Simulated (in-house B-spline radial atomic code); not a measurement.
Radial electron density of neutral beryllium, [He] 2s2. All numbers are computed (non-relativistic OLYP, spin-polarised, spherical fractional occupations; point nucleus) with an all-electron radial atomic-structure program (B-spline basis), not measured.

Columns: r (bohr), 4πr²n(r) (electrons per bohr), bar.

```
  0.0153  0.09292 #
   0.018   0.1259 #
  0.0211   0.1687 ##
  0.0247   0.2246 ##
   0.029   0.2992 ###
   0.034   0.3952 ####
  0.0399   0.5192 ######
  0.0468   0.6761 #######
   0.055   0.8748 ##########
  0.0645    1.116 ############
  0.0757    1.406 ################
  0.0888    1.745 ###################
   0.104    2.123 ########################
   0.122    2.537 ############################
   0.143    2.959 #################################
   0.168    3.363 #####################################
   0.197    3.697 #########################################
   0.232     3.92 ###########################################
   0.272    3.975 ############################################
   0.319    3.835 ##########################################
   0.374    3.492 #######################################
   0.439    2.971 #################################
   0.515    2.342 ##########################
   0.604    1.702 ###################
   0.709    1.144 #############
   0.832   0.7472 ########
   0.976   0.5366 ######
    1.14   0.4961 #####
    1.34   0.5785 ######
    1.58   0.7105 ########
    1.85   0.8052 #########
    2.17   0.8169 #########
    2.55   0.7227 ########
    2.99    0.553 ######
     3.5   0.3676 ####
    4.11   0.2109 ##
    4.82   0.1061 #
    5.66  0.04551 #
    6.64  0.01604 
    7.79 0.004381 
    9.14 0.0008813
```

On this grid the curve has 2 maxima, near 0.272, 2.17 bohr.

The 1s up radial function P(r) = rR(r), positive near the nucleus:

```json
{"r (bohr)": "0.005", "P": "0.07201"}
{"r (bohr)": "0.00688", "P": "0.09834"}
{"r (bohr)": "0.00948", "P": "0.1341"}
{"r (bohr)": "0.013", "P": "0.1813"}
{"r (bohr)": "0.018", "P": "0.2461"}
{"r (bohr)": "0.0247", "P": "0.3288"}
{"r (bohr)": "0.034", "P": "0.4361"}
{"r (bohr)": "0.0468", "P": "0.5704"}
{"r (bohr)": "0.0645", "P": "0.7328"}
{"r (bohr)": "0.0888", "P": "0.9166"}
{"r (bohr)": "0.122", "P": "1.106"}
{"r (bohr)": "0.168", "P": "1.274"}
{"r (bohr)": "0.232", "P": "1.378"}
{"r (bohr)": "0.319", "P": "1.367"}
{"r (bohr)": "0.439", "P": "1.211"}
{"r (bohr)": "0.604", "P": "0.9224"}
{"r (bohr)": "0.832", "P": "0.5753"}
{"r (bohr)": "1.14", "P": "0.2778"}
{"r (bohr)": "1.58", "P": "0.09246"}
{"r (bohr)": "2.17", "P": "0.01987"}
{"r (bohr)": "2.99", "P": "0.002138"}
```
